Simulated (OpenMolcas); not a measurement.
## Nb²⁺: effect of the basis set

* Program: OpenMolcas
* Method: CASSCF
* Active space: 3 electrons in 6 orbitals (4d 5s)
* State averaging: 2S+1 = 4 even, 20 roots; 2S+1 = 2 even, 70 roots kept (CI in the orbitals of an earlier block)
* Spin-orbit coupling: state interaction with AMFI integrals over the reference wave functions, term energies averaged over their components

A. ANO-R1 [6s4p3d1f], X2C, finite nucleus; cost of the order of 21 core-seconds
B. ANO-RCC-VDZP [6s5p3d1f], DKH2, point nucleus; cost roughly 30 core-seconds
C. ANO-R2 [7s5p4d2f1g], X2C, finite nucleus; cost about 40 core-seconds
D. ANO-RCC-VTZP [7s6p4d2f1g], DKH2, point nucleus; cost roughly 22 core-seconds
E. ANO-RCC-VQZP [8s7p5d3f2g1h], DKH2, point nucleus; cost about 40 core-seconds
F. ANO-R3 [8s6p6d3f2g1h], X2C, finite nucleus; cost of the order of 40 core-seconds

Energies in eV above 4d3 4F 3/2, the measured ground level; measured values from the list in Shadmi, J. Res. Natl. Bur. Stand. 70A, 435 (1966).

| Level | A | B | C | D | E | F | Measured |
| --- | --- | --- | --- | --- | --- | --- | --- |
| 4d3 4F 3/2 | 0.0000 | 0.0000 | 0.0000 | 0.0000 | 0.0000 | 0.0000 | 0.0000 |
| 4d3 4F 5/2 | 0.0662 | 0.0682 | 0.0641 | 0.0649 | 0.0640 | 0.0647 | 0.0640 |
| 4d3 4F 7/2 | 0.1524 | 0.1569 | 0.1479 | 0.1495 | 0.1476 | 0.1492 | 0.1459 |
| 4d3 4F 9/2 | 0.2537 | 0.2609 | 0.2466 | 0.2493 | 0.2462 | 0.2488 | 0.2404 |
| 4d3 4P 3/2 | 1.3904 | 1.4047 | 1.4023 | 1.4010 | 1.4110 | 1.4080 | 1.0672 |
| 4d3 4P 1/2 | 1.3942 | 1.4050 | 1.4052 | 1.4025 | 1.4135 | 1.4112 | 1.0742 |
| 4d3 2G 7/2 | 1.4571 | 1.4755 | 1.4703 | 1.4696 | 1.4811 | 1.4778 | 1.1451 |
| 4d3 4P 5/2 | 1.5117 | 1.5223 | 1.5194 | 1.5163 | 1.5273 | 1.5267 | 1.1895 |
| 4d3 2G 9/2 | 1.5317 | 1.5509 | 1.5437 | 1.5432 | 1.5545 | 1.5517 | 1.2156 |
| 4d3 2P 1/2 | 1.6874 | 1.7452 | 1.6923 | 1.7090 | 1.7025 | 1.6981 |  |
| 4d3 2P 3/2 [63 %] | 1.7284 | 1.7778 | 1.7351 | 1.7486 | 1.7456 | 1.7415 |  |
| 4d3 2H 9/2 | 1.9907 | 2.0039 | 2.0077 | 2.0016 | 2.0215 | 2.0185 | 1.6014 |
| 4d3 2H 11/2 | 2.0385 | 2.0514 | 2.0556 | 2.0491 | 2.0695 | 2.0667 | 1.6445 |
| 4d3 2D 3/2(1) | 2.0436 | 2.0943 | 2.0535 | 2.0671 | 2.0663 | 2.0619 |  |
| 4d3 2D 5/2(1) | 2.0772 | 2.1223 | 2.0894 | 2.1010 | 2.1026 | 2.0979 | 1.6234 |
| 4d3 2F 7/2 | 3.0950 | 3.1346 | 3.1032 | 3.1170 | 3.1178 | 3.1119 | 2.4625 |
| 4d3 2F 5/2 | 3.1028 | 3.1413 | 3.1060 | 3.1242 | 3.1182 | 3.1123 | 2.4766 |
| 4d2 5s 4F 3/2 | 3.2563 | 3.2591 | 3.1654 | 3.3071 | 3.1452 | 3.1381 | 3.1269 |
| 4d2 5s 4F 5/2 | 3.3198 | 3.3250 | 3.2292 | 3.3693 | 3.2106 | 3.2043 |  |
| 4d2 5s 4F 7/2 | 3.4052 | 3.4127 | 3.3110 | 3.4534 | 3.2911 | 3.2856 |  |
| 4d2 5s 4F 9/2 | 3.5122 | 3.5228 | 3.4141 | 3.5587 | 3.3934 | 3.3889 | 3.3939 |
| 4d2 5s 4P 1/2 | 4.6677 | 4.6782 | 4.5874 | 4.7250 | 4.5752 | 4.5664 | 4.2793 |
| 4d2 5s 4P 3/2 | 4.7048 | 4.7154 | 4.6234 | 4.7609 | 4.6111 | 4.6029 | 4.3155 |
| 4d2 5s 2F 7/2 | 4.9787 | 4.8022 | 4.8874 | 4.9273 | 4.8760 | 4.8796 | 4.3493 |

Deviations, from unrounded energies. A percentage is the sum of absolute deviations over the sum of measured energies, with the sign that they share, or ± where signs differ.

| Against measurement | Levels | A | B | C | D | E | F |
| --- | --- | --- | --- | --- | --- | --- | --- |
| mean absolute deviation (cm-1) | 18 | 2600 | 2600 | 2400 | 2700 | 2400 | 2400 |
| fine structure of the ground term (%) | 3 | +4.9 | +7.9 | +1.9 | +3.0 | +1.7 | +2.8 |
| other terms of the ground configuration (%) | 10 | +26.4 | +27.8 | +27.1 | +27.3 | +27.9 | +27.6 |
| other configurations (%) | 5 | +8.5 | +7.8 | +6.2 | +9.3 | ±5.8 | ±5.8 |

C, E, F lie about equally close to measurement and D furthest from it. The largest miss of F in the table is 4d3 2F 7/2, by +5200 cm-1. The ranking rests on the paired levels alone, and a cruder setting can come out closer through cancelling errors.

Among A to F the level of the table that moves most is 4d2 5s 2F 7/2, by 1400 cm-1 (lowest in B, highest in A).

Without dynamic correlation excited terms often stand tens of per cent too high (terms of higher spin than the ground term too low), and those without a measured partner can miss by more than the paired ones. Terms from blocks run as CI alone lack orbitals of their own. A single d shell beside an s shell can misplace configurations of different d count against each other. Configurations are named by rounded mean occupations; where the s occupation lies near a half they are strongly mixed, a name can repeat and a true partner stay unpaired (holds for A; D). Computed and measured levels are paired by configuration, term and J; levels that our copy of the source lacks, or whose pairing is in doubt (as where it misses far off the trend of its configuration), stay unpaired and out of the deviations. Only configurations of the active space appear. Levels that lie high or do not pair safely by name in every column are left out.

A share in square brackets marks a mixed level and gives the weight of the term that names it, the lowest over the columns. A number in round brackets counts repeated terms of one configuration in the order of the reference energies.
